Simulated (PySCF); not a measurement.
# How methods differ on the interval between two levels of B⁺

B⁺ [He] 2s2 → B⁺ [He] 2s1 2p1 [3P2, M_J = 2], as a difference of total energies. Computed with PySCF 2.14 in x2c-SVPall-2c with one added diffuse shell of s type (4s2p1d, 15 functions), with the two-component X2C-1e Hamiltonian. Correlated levels: 1s2 frozen. "Screened" scales the spin-orbit matrix elements by Boettger's factors to mimic the two-electron term; Breit and QED terms are absent.

```json
{"method": "GHF (spin-free)", "interval between two levels (cm⁻¹)": "23594"}
{"method": "GMP2 (spin-free)", "interval between two levels (cm⁻¹)": "30153"}
{"method": "GHF (screened spin-orbit)", "interval between two levels (cm⁻¹)": "23604"}
{"method": "GMP2 (screened spin-orbit)", "interval between two levels (cm⁻¹)": "30163"}
```

Errors of the correlated levels include the incompleteness of this basis and the frozen core.

The labels give the starting determinants; with spin-orbit coupling the two ends relaxed to ⟨J²⟩ = 0.00, ⟨L²⟩ = 0.00, ⟨S²⟩ = 0.00 and ⟨J²⟩ = 6.00, ⟨L²⟩ = 2.00, ⟨S²⟩ = 2.00.

For comparison: 37358 cm⁻¹ (measured; NIST Handbook of Basic Atomic Spectroscopic Data (Sansonetti and Martin, J. Phys. Chem. Ref. Data 34, 1559 (2005))).
